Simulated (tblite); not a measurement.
Compound: C₅H₁₅N₃Si.
Numbering: `[CH3:1][N:2]1[CH2:3][CH2:4][Si@@:5]1([NH2:6])[CH2:7][CH2:8][NH2:9]` (hydrogens: H10, H11, H12 on C1; H13, H14 on C3; H15, H16 on C4; H17, H18 on N6; H19, H20 on C7; H21, H22 on C8; H23, H24 on N9)

Computed geometry: GFN2-xTB, gas phase.

Task: Give the optimised bond lengths and angles.

Result: 
| bond | length (Å) |
| --- | --- |
| C1–N2 | 1.430 |
| N2–C3 | 1.449 |
| C3–C4 | 1.531 |
| C4–Si5 | 1.920 |
| Si5–N6 | 1.719 |
| Si5–C7 | 1.901 |
| C7–C8 | 1.523 |
| C8–N9 | 1.459 |
| N2–Si5 | 1.723 |
| C1–H10, C1–H11 | 1.097 |
| C1–H12 | 1.087 |
| C3–H13 | 1.098 |
| C3–H14 | 1.096 |
| C4–H15 | 1.085 |
| C4–H16 | 1.085 |
| N6–H17, N6–H18 | 1.010 |
| C7–H19 | 1.089 |
| C7–H20 | 1.090 |
| C8–H21 | 1.105 |
| C8–H22 | 1.093 |
| N9–H23, N9–H24 | 1.015 |

Bonds in one row agree within 0.01 Å and their mean is given. A selection of angles:
| angle | degrees |
| --- | --- |
| C1–N2–C3 | 121.0 |
| C1–N2–Si5 | 138.9 |
| C3–N2–Si5 | 98.3 |
| N2–C3–C4 | 97.5 |
| C3–C4–Si5 | 87.7 |
| C4–Si5–N6 | 120.8 |
| C4–Si5–C7 | 119.7 |
| N6–Si5–C7 | 105.7 |
| N2–Si5–C4 | 75.7 |
| N2–Si5–N6 | 117.1 |
| N2–Si5–C7 | 115.9 |
| Si5–C7–C8 | 113.1 |
| C7–C8–N9 | 110.9 |
| H17–N6–Si5 | 122.1 |
| H18–N6–Si5 | 116.2 |
| H23–N9–C8 | 110.2 |
| H24–N9–C8 | 109.4 |

Torsions: C1–N2–C3–C4 -175° (antiperiplanar); N2–C3–C4–Si5 7° (synperiplanar); C3–C4–Si5–N6 108° (anticlinal); C4–Si5–C7–C8 -90°; Si5–C7–C8–N9 -67° (synclinal); C1–N2–Si5–C4 170° (antiperiplanar).

N9 (primary amine nitrogen) is pyramidal (angles 110.2°, 109.4° and 107.8°, sum 327.4°, 0.38 Å off the plane of its three neighbours). N2 (silicon-bound nitrogen) is almost planar (angles 138.9°, 121.0° and 98.3°, sum 358.3°, 0.11 Å off the plane of its three neighbours). N6 (silicon-bound nitrogen) has angles 122.1°, 116.2° and 112.7°, sum 351.0°, 0.21 Å off the plane of its three neighbours. The 4-membered ring N2–C3–C4–Si5 has internal angles of 75.7° to 98.3° (sum 359°, against 360° for a flat polygon); it is slightly puckered (a soft mode that the optimisation may not have finished), 0.04 Å rms from its mean plane, widest ring torsion 7°. Si5 (four-coordinate silicon) has angles from 75.7° to 120.8°. The C–N distances run from 1.430 Å (C1–N2, drawn single) to 1.459 Å (C8–N9, drawn single), a spread of 0.029 Å. Of the pairs four or more bonds apart, those above aside, N6···N9 is among the closest relative to their van der Waals radii: 2.88 Å, 93 % of the sum of Bondi's values.

Point group: C1 (no symmetry element, even within 0.4 Å). Its GFN2-xTB frequencies are all real (lowest 38 cm⁻¹). One conformer, not necessarily the lowest (C4–Si5–N6–H -28° and 116°, C4–Si5–C7–C8 -90°, Si5–C7–C8–N9 -67°, C7–C8–N9–H -178° and -60°).

The run took 2.6 s of wall time on an Arm Neoverse N1 with one thread (shared host). These figures are those of the optimisation.
